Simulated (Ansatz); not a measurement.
Reaction (ligand exchange at the Sn–N bond): `[CH3][SnH2][N]=C=O` + H–F → `[CH3][SnH2][F]` + `N=C=O`

Computed with Ansatz on PBE0-D4/def2-TZVP structures; ΔE is electronic, products minus reactants. CCSD(T)/CBS adds triple-zeta CCSD(T) − MP2 to the extrapolated MP2 energy (def2 sets, frozen cores). This one scheme is used for every species. Functionals use def2-TZVPP. Elements past krypton have def2 core potentials. For Sn outer-core shells are correlated without core-valence functions, which leaves a few kJ/mol of doubt a bond. Each species was taken in one conformer, which may not be the lowest.

| level | ΔE (kJ/mol) |
| --- | --- |
| r2SCAN-D4 | -18.4 |
| ωB97M-V | -11.9 |
| r2SCANh | -16.1 |
| BHLYP | -13.5 |

(1) What does CCSD(T)/CBS give? (Estimate.)

Largest T1 diagnostic among the species: 0.018.

Results:

(1) Computed: -1.8 kJ/mol. The listed levels differ from it by -16.6, -10.1, -14.3, -11.7 kJ/mol.

From r2SCAN to r2SCAN0 (25 % exact exchange), in def2-TZVPP and without D4, ΔE moves by +8.7 kJ/mol. The D4 term adds +6.9 kJ/mol with B3LYP and +3.9 kJ/mol with PBE0; it sums over pairs of atoms, weighted by their polarisabilities, and B3LYP, whose exchange is more repulsive, gets the larger term. At CCSD(T), def2-SVP lies −7.0 kJ/mol from the extrapolated value and def2-TZVPP +4.1 kJ/mol.

B3LYP here is the variant with VWN-RPA as its local correlation; programs differ in this.
